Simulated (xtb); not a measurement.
Al(F)(GeH3)(Me) (CH₆AlFGe), SMILES [CH3][Al]([F])[GeH3]. All values are semi-empirical tight-binding results from xtb (GFN2-xTB unless named), good for trends rather than for accurate numbers. Coordinates come from a GFN2-xTB optimisation. The structure was generated by enumeration; whether it is a known compound was not checked.

Optimised geometry:

Bonds (Å): Al1–F2 1.656, Al1–Ge3 2.424, Al1–C7 1.982, Ge3–H4 1.510, Ge3–H5 1.509, Ge3–H6 1.508, C7–H8 1.094, C7–H9 1.095, C7–H10 1.096. Angles (°): F2–Al1–Ge3 113.9, F2–Al1–C7 118.7, Ge3–Al1–C7 127.4, Al1–Ge3–H4 117.3, Al1–Ge3–H5 116.4, Al1–Ge3–H6 116.7, H4–Ge3–H5 101.0, H4–Ge3–H6 101.2, H5–Ge3–H6 101.5, Al1–C7–H8 113.4, Al1–C7–H9 111.9, Al1–C7–H10 111.1, H8–C7–H9 106.9, H8–C7–H10 107.3, H9–C7–H10 105.9.
Charge 0, spin multiplicity 1.

A frequency run showed that this geometry is not a minimum.

For metal compounds this method's bond lengths and energies can be far off.

The orbital gap is 4.01 eV.

Computed atomic charges and the Wiberg bond orders between heavy atoms:
charges (e) Al1 0.38, F2 -0.27, Ge3 0.03, H4 -0.03, H5 -0.02, H6 -0.04, C7 -0.23, H8 0.06, H9 0.06, H10 0.06. Bond orders Al1–F2 1.24, Al1–Ge3 0.80, Al1–C7 1.03.
